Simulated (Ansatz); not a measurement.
Gas-phase electronic energies from Ansatz, PBE0-D4/def2-TZVP geometries. CCSD(T)/CBS adds triple-zeta CCSD(T) − MP2 to the extrapolated MP2 energy (def2 sets, frozen cores). Functionals use def2-TZVPP. B3LYP here is the variant with VWN-RPA as its local correlation; programs differ in this. HSE06 is defined as in plane-wave codes. Each species was taken in one conformer, which may not be the lowest.

`F[SiH](Cl)O[SiH3]` → `O[SiH](F)[SiH2]Cl`  (isomerisation)

| level | ΔE (kJ/mol) | difference from CCSD(T)/CBS |
| --- | --- | --- |
| LDA (SPW92) | 109.2 | -25.5 |
| PBE-D4 | 104.7 | -30.0 |
| revPBE-D4 | 105.6 | -29.1 |
| BLYP-D4 | 123.7 | -11.0 |
| r2SCAN-D4 | 128.3 | -6.4 |
| B97M-V | 131.5 | -3.2 |
| PBE0-D4 | 116.0 | -18.7 |
| B3LYP-D4 | 131.6 | -3.1 |
| r2SCANh-D4 | 130.3 | -4.4 |
| r2SCAN0-D4 | 133.1 | -1.6 |
| BHLYP-D4 | 144.8 | 10.1 |
| CAM-B3LYP-D4 | 139.2 | 4.5 |
| ωB97X-V | 130.2 | -4.5 |
| ωB97M-V | 135.8 | 1.1 |
| B2PLYP | 138.1 | 3.4 |
| PBE-QIDH | 131.8 | -2.9 |
| PBE | 104.9 | -29.8 |
| revPBE | 103.8 | -30.9 |
| r2SCAN | 128.2 | -6.5 |
| PBE0 | 116.1 | -18.6 |
| r2SCANh | 130.3 | -4.4 |
| r2SCAN0 | 133.1 | -1.6 |
| HSE06 | 115.9 | -18.8 |
| BHLYP | 145.7 | 11.0 |
| CAM-B3LYP | 139.4 | 4.7 |
| LC-ωPBE | 124.8 | -9.9 |
| RPA@PBE/def2-TZVPP | 137.0 | 2.3 |
| HF/def2-SVP | 154.0 | 19.3 |
| CCSD/def2-SVP | 138.2 | 3.5 |
| CCSD(T)/def2-SVP | 135.5 | 0.8 |
| MP2/def2-TZVPP | 143.6 | 8.9 |
| SCS-MP2/def2-TZVPP | 146.9 | 12.2 |
| CCSD/def2-TZVPP | 140.8 | 6.1 |
| CCSD(T)/def2-TZVPP | 137.1 | 2.4 |
| HF/def2-QZVPP | 164.6 | 29.9 |
| MP2/def2-QZVPP | 143.2 | 8.5 |
| SCS-MP2/def2-QZVPP | 146.4 | 11.7 |
| HF/CBS(def2) | 165.0 | 30.3 |
| MP2/CBS(def2) | 141.2 | 6.5 |
| CCSD/CBS(def2) | 138.4 | 3.7 |
| CCSD(T)/CBS | 134.7 | 0 |

Largest T1 diagnostic among the species: 0.012.

From PBE to PBE0 (25 % exact exchange), in def2-TZVPP and without D4, ΔE moves by +11.2 kJ/mol. In def2-TZVPP, CCSD(T) changes the Hartree–Fock value by −24.8 kJ/mol (the triples alone add −3.7 kJ/mol) and MP2 by −18.2 kJ/mol.
